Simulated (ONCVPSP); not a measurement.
## What the settings do to the ONCV potential of Sn

Base potential:

* Element: tin
* Generator: ONCVPSP 4.0.1
* Type: optimised norm-conserving Vanderbilt (ONCV)
* Functional: PBE
* Relativity: fully relativistic
* Frozen core: [Ar] 3d10
* Valence charge: 22
* Reference configuration: 4s2 4p6 4d10 5s2 5p2
* Partial waves: 4s+5s: rc 1.55 bohr, ncon 3, nbas 7, qcut 9.8 1/bohr, 2 projectors; 4p+5p: rc 1.75 bohr, ncon 4, nbas 7, qcut 6.4 1/bohr, 2 projectors; 4d: rc 1.45 bohr, ncon 4, nbas 9, qcut 9.1 1/bohr, 2 projectors, debl 2.6 Ha
* Local potential: polynomial inside 0.95 bohr (lpopt 5, dvloc0 2 Ha)
* Core correction: Teter function, fcfact 2.75, rcfact 1.2

Open shells are filled in proportion to 2j + 1.

All-electron outer shells of the reference configuration (PBE, scalar-relativistic, ld1.x):

```tsv
shell	level (eV)	outermost node (bohr)	outermost maximum (bohr)
3p	-698.81	0.14	0.30
3d	-473.43	–	0.25
4s	-133.93	0.40	0.74
4p	-89.70	0.41	0.79
4d	-25.84	0.39	0.88
5s	-10.55	0.98	2.01
5p	-3.69	1.09	2.55
```

Cutoffs, loose and tight: the cutoffs (Ha) at which the residual kinetic energy of the hardest occupied pseudo-wave falls to 1 and 0.1 mHa per electron. They do not see the model core or the augmentation charge, which bear on the density cutoff. Test errors are all-electron minus pseudo excitation energies from the reference, over the configurations 4s2 4p6 4d10 5s2 5p1; 4s2 4p6 4d10 5s2 5p0; 4s2 4p6 4d10 5s1 5p0; 4s2 4p6 4d10 5s2 5p1.5. A dash means not determined; rows that change the core or the reference have their own tests.

A true bound ghost makes a file unfit for plane-wave use even where its test errors are small: the radial tests pick states by their node count and pass the ghost by.

```csv
change,outcome,"cutoff, loose","cutoff, tight",bound ghosts,GHOST(+) flags above zero,largest test error (meV)
base,generated,35 Ha,43 Ha,p3/2,s,-1.9
reference 4s2 4p6 4d10 5s2 5p0.5,generated,35 Ha,43 Ha,p3/2,s,4 of 4 tests not solved or not reliable
s: qcut 11.1,generated,35 Ha,43 Ha,p3/2,s,-1.6
"core correction Teter function, fcfact 2.75, rcfact 1.18",generated,35 Ha,43 Ha,p3/2,s,-1.9
s: nproj 4,generated,35 Ha,43 Ha,p3/2,s,-1.9
```

What comes out with this change to the base: s: rc 1.2?

outcome: generated; cutoff, loose: 37 Ha; cutoff, tight: 43 Ha; bound ghosts: p3/2; GHOST(+) flags above zero: s; largest test error (meV): -0.7.

What comes out with this change to the base: s: qcut 10.4; p: qcut 6.8; d: qcut 9.6?

outcome: generated; cutoff, loose: 37 Ha; cutoff, tight: 42 Ha; bound ghosts: none; GHOST(+) flags above zero: s, p3/2, p1/2; largest test error (meV): -2.6.
